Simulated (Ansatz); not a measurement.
Species: SiCl$_{2}$, charge 1, doublet. SiCl2+ (parent SMILES Cl[Si]Cl, doublet).
B3LYP-D3(BJ)/def2-TZVP minimum from Ansatz (a program for electronic structure):
```xyz
3

Si    -0.0100     0.0025     0.6773
Cl     1.0963     1.3404    -0.2677
Cl    -1.0881    -1.3424    -0.2901
```
Charge +1, spin multiplicity 2.

Total energies in cc-pV(T+d)Z, 17 correlated electrons, 15 frozen orbitals. Open shells are spin-unrestricted; no spin-orbit coupling. Cores are frozen in correlated methods. No relativity. The spin of Cl2Si+ (parent SMILES Cl[Si]Cl, doublet) was assumed, and the state is the lowest solution found for it.

| method | program | energy (Eh) | minus CCSDT(Q) (mEh) |
|---|---|---|---|
| HF | Ansatz | -1207.74288 | 505.18 |
| MP2 | Ansatz | -1208.18547 | 62.59 |
| CCSD | Ansatz | -1208.22164 | 26.42 |
| CCSD(T) | Ansatz | -1208.24516 | 2.90 |
| CCSDT(Q) | Ansatz | -1208.24806 | 0.00 |

Rough core times of Ansatz's runs on a shared machine: CCSD(T) 30 s, CCSDT(Q) 40 min.
